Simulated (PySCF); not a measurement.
Computed shifts of a molecule C3H8OSi, PBE/pcSseg-1 in PySCF, GIAO, gas phase, atoms alike by connectivity averaged where their shifts nearly agree, in ppm (number of nuclei): ²⁹Si: 6.3 (1). ¹³C: 27.6 (1), 26.3 (1), 18.0 (1). ¹H: 5.83 (1), 2.36 (1), 2.26 (1), 1.88 (1), 1.81 (1), 1.74 (1), 1.71 (1), 1.69 (1). References: ¹⁷O against H2O (σ = 334.3 ppm); ²⁹Si against TMS (σ = 335.4 ppm); ¹³C against TMS (σ = 182.0 ppm); ¹H against TMS (σ = 31.49 ppm), references at their B3LYP-D3(BJ)/def2-TZVP geometries, non-relativistic. Geometry optimised at B3LYP-D3(BJ)/def2-SVP. Other conformers were not sampled.

Question: Which molecule gave these data?
A. C=C[SiH2]OC
B. O[SiH]1CCC1
C. OC1([SiH3])CC1
D. C1C[SiH2]CO1

Answer: B, O[SiH]1CCC1
